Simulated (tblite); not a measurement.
Compound: C3H7BCl2O2.
SMILES with atom numbers: `[OH:1][B:2]([Cl:3])[O:4][CH2:5][CH2:6][CH2:7][Cl:8]` (hydrogens: H9 on O1; H10, H11 on C5; H12, H13 on C6; H14, H15 on C7)

Computed with GFN2-xTB (tblite), gas phase: L-BFGS steps from a force-field or distance-geometry start until the largest atomic force falls under 0.01 eV/Å.

Geometry at step 8:
```
atom  x, y, z in Å
O1     -3.3136    0.7831   -0.3390
B2     -2.2017    0.1371   -0.7089
Cl3    -2.4731   -1.1210   -1.9171
O4     -0.9662    0.5178   -0.2904
C5     -0.1566   -0.5762    0.2067
C6      1.1584   -0.1778    0.8592
C7      2.1448    0.5173   -0.0779
Cl8     2.5352   -0.5303   -1.4666
H9     -3.2747    1.2683    0.4952
H10     0.0431   -1.2814   -0.6134
H11    -0.7806   -1.0047    0.9939
H12     0.9579    0.4941    1.6901
H13     1.5482   -1.1319    1.2092
H14     3.0925    0.6986    0.4206
H15     1.6819    1.4149   -0.4835
```

**Question.** What forces act on the atoms?

**Answer.** 
```tsv
atom	Fx (eV/Å)	Fy (eV/Å)	Fz (eV/Å)
O1	-0.107	-0.035	0.538
B2	-0.228	0.493	-0.750
Cl3	0.195	0.108	0.261
O4	0.220	-0.722	0.535
C5	-0.225	0.324	-0.265
C6	-0.047	0.207	-0.377
C7	-0.350	-0.385	0.003
Cl8	0.018	-0.064	-0.089
H9	0.036	0.132	-0.466
H10	-0.206	0.061	0.206
H11	0.165	-0.584	-0.056
H12	0.078	0.009	0.150
H13	0.306	0.119	0.214
H14	-0.030	0.245	0.058
H15	0.174	0.091	0.038
```

The largest, 0.93 eV/Å, acts on B2 (O4 within 3 % of it); the rms over all components is 0.291 eV/Å. The forces sum to zero within rounding, as they must for an isolated molecule in no field.

**Question.** Give the force on B2 in Eh/bohr and in nN.

**Answer.** 0.926 eV/Å ÷ 51.422 = 0.01801 Eh/bohr, and 0.926 eV/Å × 1.602 = 1.48 nN.

**Question.** How far is this geometry from the end of the optimisation?

**Answer.** 0.546 eV above it, and 0.522 Å rms away after alignment. The bonds farthest from their final lengths, with half the difference of the two atoms' forces along the bond (positive lengthens):

| bond | now (Å) | final (Å) | force along bond (eV/Å) |
| --- | --- | --- | --- |
| O4–C5 | 1.449 | 1.420 | -0.66 |
| B2–Cl3 | 1.765 | 1.745 | -0.24 |
| B2–O4 | 1.359 | 1.342 | +0.23 |
| O1–H9 | 0.966 | 0.958 | -0.39 |
| C6–C7 | 1.528 | 1.520 | -0.35 |
| C5–C6 | 1.521 | 1.528 | +0.04 |

The angle farthest from its final value is B2–O4–C5, 113.7° against 126.0°.

Of the 3 listed bonds off by 0.010 Å or more, this force points towards the final length in 2.

What follows is the cost of the whole relaxation. The run took 0.77 s on an Arm Neoverse V1 with one thread, no GPU, shared host.
